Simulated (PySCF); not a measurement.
**Threshold energies of TaH in a plasma**

CCSD(T) in PySCF with def2-TZVPPD on every atom (core potentials on Ta), for the lowest determinant that a PBE0 search found; no spin–orbit coupling.

```tsv
species	state (unpaired electrons)	Re (Å)	ωe (cm⁻¹)	energy of the minimum from the neutral (eV)	De (eV)	dissociates to
TaH	quintet (σ ↑, π ↑↑, δ ↑)	1.783	1757	0.00	2.34	Ta (5d3 6s2) + H
TaH⁺	quartet (σ ↑, π ↑, δ ↑)	1.733	1935	7.02	2.66	Ta⁺ (5d3 6s1) + H
```

Problem. Work out the lowest energy to break TaH into atoms, from its vibrational ground state.

Solution. D0 = De − ωe/2 = 2.34 − 0.11 = 2.23 eV (CCSD(T)/def2-TZVPPD).

Problem. Work out the ionisation energy of the Ta atom at this level and the threshold of dissociative ionisation.

Solution. IE(Ta) = 7.02 + 2.66 − 2.34 = 7.34 eV, so Ta⁺ (5d3 6s1) + H + e⁻ appears at D0 + IE(Ta) = 9.57 eV (CCSD(T)/def2-TZVPPD). The measured IE(Ta) is 7.55 eV (NIST ASD).

These are thermodynamic thresholds; the onsets seen under electron impact lie higher where the geometry changes, and cross-sections peak well above them.

Correlated steps freeze no core orbitals. Spin–orbit coupling is left out, which matters for elements this heavy, above all for dissociation energies. For an ion De counts to the pair picked by the measured ionisation energies or electron affinities, which need not be the lowest pair at this level. The state is the lowest single determinant that the PBE0 search found; with open d or f shells the true ground state can be another one.
